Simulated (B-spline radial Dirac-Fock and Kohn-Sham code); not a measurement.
# Se⁴⁺ in Watson spheres of different radius

These are calculated numbers from a radial finite-basis atomic code; the model is Dirac-Fock ΔSCF + Breit + QED. The ion, [Ar] 3d10 4s2, sits in a hollow sphere of charge Q = -4, a simple model of the Madelung potential. Inside the sphere an electron's potential energy is raised by the constant 14.40·|Q|/R eV, so binding energies fall by about that much as long as the orbitals stay inside.

```
radius (Å)  14.40 |Q|/R (eV)  1s (eV)  2s (eV)  2p1/2 (eV)  2p3/2 (eV)  3s (eV)  3p1/2 (eV)  3p3/2 (eV)  3d3/2 (eV)  3d5/2 (eV)  4s (eV)
       1.6             36.00  12686.0   1687.8      1504.4      1463.4    260.9       197.0       191.1       81.53       80.67    29.66
       2.4             24.00  12697.9   1699.8      1516.3      1475.3    272.9       208.9       203.0       93.45       92.60    41.57
```

From the smallest to the largest radius 1s moves by +11.9 eV, while the constant potential alone would give +12.0 eV; the difference comes from charge outside the sphere and its screening.
